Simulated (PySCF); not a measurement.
Species: C$_{7}$H$_{13}$, charge 0, multiplicity 2. It need not be the lowest isomer of its formula. SMILES: CC/[C]=C(\C)CC
Geometry from a B3LYP-D3(BJ)/def2-TZVP (Ansatz) optimisation:
```
C
C 1 1.3113
C 2 1.4680 1 141.58
H 3 1.0951 2 109.59 1 -122.60
H 3 1.1013 4 105.71 2 -117.52
C 1 1.5145 2 121.58 3 -179.08
H 6 1.0907 1 108.84 2 9.03
H 6 1.0962 7 106.94 1 -117.27
C 1 1.5162 2 122.22 3 1.01
H 9 1.0889 1 111.98 2 -3.81
H 9 1.0927 10 107.96 1 -122.58
H 9 1.0940 10 108.26 11 -115.73
C 6 1.5319 7 109.52 8 -118.10
H 13 1.0912 6 111.81 7 176.80
H 13 1.0916 14 107.54 6 121.71
H 13 1.0917 14 107.92 15 116.42
C 3 1.5339 4 109.34 5 -117.60
H 17 1.0907 3 110.74 4 -63.11
H 17 1.0909 18 107.87 3 121.29
H 17 1.0914 18 108.30 19 117.12
```
Charge 0, spin multiplicity 2.

Dispersion corrections to the total energy (kcal/mol) from the dftd3 and dftd4 libraries through PySCF: D3(BJ) without and D4 with the three-body term, each with the damping fitted for the functional named.

```json
[
 {"functional": "TPSSh", "D3(BJ)": "-11.45", "D4": "(withheld)"},
 {"functional": "HF", "D3(BJ)": "(withheld)", "D4": "-33.91"},
 {"functional": "LC-wPBE", "D3(BJ)": "-9.16", "D4": "-10.30"},
 {"functional": "PBE0", "D3(BJ)": "-8.61", "D4": "-7.96"},
 {"functional": "B3LYP", "D3(BJ)": "(withheld)", "D4": "-14.77"},
 {"functional": "revPBE", "D3(BJ)": "-25.39", "D4": "-31.22"},
 {"functional": "HSE06", "D3(BJ)": "-6.43", "D4": "-7.36"}
]
```

Problem. Fill in the missing entries.

Solution. 
- TPSSh, D4: -11.58
- HF, D3(BJ): -72.47
- B3LYP, D3(BJ): -16.63
